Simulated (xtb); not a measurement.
HSe, charge -2, doublet, geometry from GFN2-xTB of the parent state (a state made from the parent by changing its charge; the spin is typed, not shown lowest); GFN1-xTB in xtb 6.7.1.

Input for xtb:
```
$ xtb mol.xyz --gfn 1 --chrg -2 --uhf 1 --json

# file mol.xyz
2

Se    -0.00000000    -0.00000000    -0.03928507
H      0.00000000     0.00000000     1.33569224
```

Predict the main parts of the log of this xtb run.


```
   ID    Z sym.   atoms
    1   34 Se     1
    2    1 H      2

           -------------------------------------------------
          |                Calculation Setup                |
           -------------------------------------------------

           -------------------------------------------------
          |                 G F N 1 - x T B                 |
           -------------------------------------------------

          ...................................................
          :                      SETUP                      :
          :.................................................:
          :  # basis functions                  12          :
          :  # atomic orbitals                  11          :
          :  # shells                            5          :
          :  # electrons                         9          :
          :  # halogen bonds                     0          :
          :  max. iterations                   250          :
          :  Hamiltonian                  GFN1-xTB          :
          :  restarted?                      false          :
          :  GBSA solvation                  false          :
          :  PC potential                    false          :
          :  electronic temp.          300.0000000     K    :
          :  accuracy                    1.0000000          :
          :  -> integral cutoff          0.2500000E+02      :
          :  -> integral neglect         0.1000000E-07      :
          :  -> SCF convergence          0.1000000E-05 Eh   :
          :  -> wf. convergence          0.2000000E-04 e    :
          :  Broyden damping             0.4000000          :
          :  net charge                         -2          :
          :  unpaired electrons                  1          :
          ...................................................

 iter      E             dE          RMSdq      gap      omega  full diag
   1     -3.6929001 -0.369290E+01  0.672E+00    2.43       0.0  T
   2     -3.6966379 -0.373778E-02  0.428E+00    2.51       1.0  T
   3     -3.7006257 -0.398783E-02  0.874E-01    2.18       1.0  T
   4     -3.7012187 -0.592947E-03  0.247E-01    2.06       1.0  T
   5     -3.7012840 -0.653061E-04  0.396E-02    2.00       1.8  T
   6     -3.7012829  0.108977E-05  0.279E-02    1.99       2.5  T
   7     -3.7012840 -0.109927E-05  0.619E-04    2.00     114.3  T
   8     -3.7012840 -0.576899E-09  0.195E-04    2.00     363.2  T
   9     -3.7012840 -0.317111E-10  0.359E-06    2.00   19678.4  T

   *** convergence criteria satisfied after 9 iterations ***

         :::::::::::::::::::::::::::::::::::::::::::::::::::::
         ::                     SUMMARY                     ::
         :::::::::::::::::::::::::::::::::::::::::::::::::::::
         :: total energy              -3.689040913806 Eh    ::
         :: gradient norm              0.047881391708 Eh/a0 ::
         :: HOMO-LUMO gap              2.000353254638 eV    ::
         ::.................................................::
         :: SCC energy                -3.701284004223 Eh    ::
         :: -> electrostatic           0.607129800472 Eh    ::
         :: repulsion energy           0.012387123642 Eh    ::
         :: dispersion energy         -0.000144033226 Eh    ::
         :: halogen bond corr.         0.000000000000 Eh    ::
         :: add. restraining           0.000000000000 Eh    ::
         :: total charge              -2.000000000000 e     ::
         :::::::::::::::::::::::::::::::::::::::::::::::::::::

           -------------------------------------------------
          |                Property Printout                |
           -------------------------------------------------

    * Orbital Energies and Occupations

         #    Occupation            Energy/Eh            Energy/eV
      -------------------------------------------------------------
         1        2.0000           -0.2740403              -7.4570
         2        2.0000           -0.0535334              -1.4567
         3        2.0000           -0.0070101              -0.1908
         4        2.0000           -0.0070101              -0.1908
         5        1.0000            0.3244674               8.8292 (HOMO)
         6                          0.3979790              10.8296 (LUMO)
         7                          0.3979790              10.8296
         8                          0.3979790              10.8296
         9                          0.3979790              10.8296
        10                          0.4872038              13.2575
        11                          1.2134598              33.0199
      -------------------------------------------------------------
                  HL-Gap            0.0735116 Eh            2.0004 eV
             Fermi-level            0.2599760 Eh            7.0743 eV

  Mulliken/CM5 charges         n(s)   n(p)   n(d)
     1Se   -2.23813 -2.30012   1.942  5.608  0.688
     2H     0.23813  0.30012   0.762  0.000  0.000

Wiberg/Mayer (AO) data.
largest (>0.10) Wiberg bond orders for each atom

 ---------------------------------------------------------------------------
     #   Z sym  total        # sym  WBO       # sym  WBO       # sym  WBO
 ---------------------------------------------------------------------------
     1  34 Se   0.905 --     2 H    0.905
     2   1 H    0.905 --     1 Se   0.905
 ---------------------------------------------------------------------------

Topologies differ in total number of bonds
Writing topology from bond orders to xtbtopo.mol

 dipole moment from electron density (au)
     X       Y       Z
  -0.0000  -0.0000   1.2333  total (Debye):    3.135

           -------------------------------------------------
          | TOTAL ENERGY               -3.689040913806 Eh   |
          | GRADIENT NORM               0.047881391708 Eh/α |
          | HOMO-LUMO GAP               2.000353254638 eV   |
           -------------------------------------------------

normal termination of xtb
```
